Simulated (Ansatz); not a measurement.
Isolated molecules relaxed with PBE0-D4/def2-TZVP in Ansatz; ΔE leaves out vibrations. CBS: MP2 limit from def2 TZ/QZ plus the TZ coupled-cluster correction, frozen cores. DFT in def2-TZVPP. B3LYP here is the variant with VWN-RPA as its local correlation; programs differ in this. def2 core potentials past Kr. For Te outer-core shells are correlated without core-valence functions, which leaves a few kJ/mol of doubt a bond. Each species was taken in one conformer, which may not be the lowest.

Reaction (ligand exchange at the Al–Te bond): `CB[Te][AlH2]` + `C[Si](O)(F)Cl` → `C[Si](F)(Cl)[O][AlH2]` + `CB[TeH]`

`CB[Te][AlH2]`:

Z-matrix (Å, degrees):
```
C
B 1 1.550
H 1 1.089 2 116.8
H 1 1.098 2 108.4 3 123.0
H 1 1.097 2 108.9 3 -123.7
Te 2 2.155 1 127.8 3 -1.4
H 2 1.197 1 120.5 3 179.0
Al 6 2.534 2 100.5 1 0.8
H 8 1.583 6 121.6 2 0.5
H 8 1.583 6 116.5 2 -179.6
```

`C[Si](O)(F)Cl`:

Cartesian coordinates in Å:
```
C 0.066 -0.634 1.103
Si -0.165 0.442 -0.364
O 0.952 0.075 -1.483
F -0.035 1.973 0.050
Cl -2.043 0.259 -1.163
H -0.069 -1.682 0.831
H -0.656 -0.380 1.881
H 1.073 -0.505 1.505
H 0.876 0.452 -2.361
```

`C[Si](F)(Cl)[O][AlH2]`:

Cartesian coordinates in Å:
```
C 0.690 -1.854 0.190
Si -0.581 -0.526 0.165
F -1.746 -0.933 -0.841
Cl -1.458 -0.343 2.010
O 0.012 0.893 -0.285
Al 0.051 2.571 -0.531
H 1.133 -1.969 -0.802
H 1.485 -1.608 0.896
H 0.247 -2.807 0.486
H 1.411 3.162 -1.068
H -1.244 3.414 -0.220
```

`CB[TeH]`:

Z-matrix (Å, degrees):
```
C
B 1 1.554
H 1 1.097 2 109.3
H 1 1.097 2 109.1 3 -114.3
H 1 1.090 2 115.7 3 122.9
Te 2 2.120 1 125.5 3 -123.3
H 2 1.197 1 121.7 3 56.7
H 6 1.661 2 96.0 1 0.1
```

| level | ΔE (kcal/mol) | difference from CCSD(T)/CBS |
| --- | --- | --- |
| PBE-D4 | -10.7 | 2.8 |
| r2SCAN-D4 | -13.5 | 0.0 |
| PBE0-D4 | -10.9 | 2.6 |
| B3LYP-D4 | -15.2 | -1.7 |
| ωB97X-V | -14.3 | -0.8 |
| ωB97M-V | -14.2 | -0.7 |
| B2PLYP | -15.0 | -1.5 |
| PBE | -10.9 | 2.6 |
| r2SCAN | -13.4 | 0.1 |
| PBE0 | -11.0 | 2.5 |
| B3LYP | -15.4 | -1.9 |
| HF/def2-TZVPP | -16.4 | -2.9 |
| MP2/def2-TZVPP | -13.1 | 0.4 |
| SCS-MP2/def2-TZVPP | -14.8 | -1.3 |
| CCSD/def2-TZVPP | -15.2 | -1.7 |
| CCSD(T)/def2-TZVPP | -14.5 | -1.0 |
| HF/def2-QZVPP | -17.1 | -3.6 |
| MP2/def2-QZVPP | -12.7 | 0.8 |
| SCS-MP2/def2-QZVPP | -14.5 | -1.0 |
| HF/CBS(def2) | -17.2 | -3.7 |
| MP2/CBS(def2) | -12.1 | 1.4 |
| CCSD/CBS(def2) | -14.2 | -0.7 |
| CCSD(T)/CBS | -13.5 | 0 |

Largest T1 diagnostic among the species: 0.013.

In def2-TZVPP, CCSD(T) changes the Hartree–Fock value by +1.9 kcal/mol (the triples alone add +0.7 kcal/mol) and MP2 by +3.4 kcal/mol.
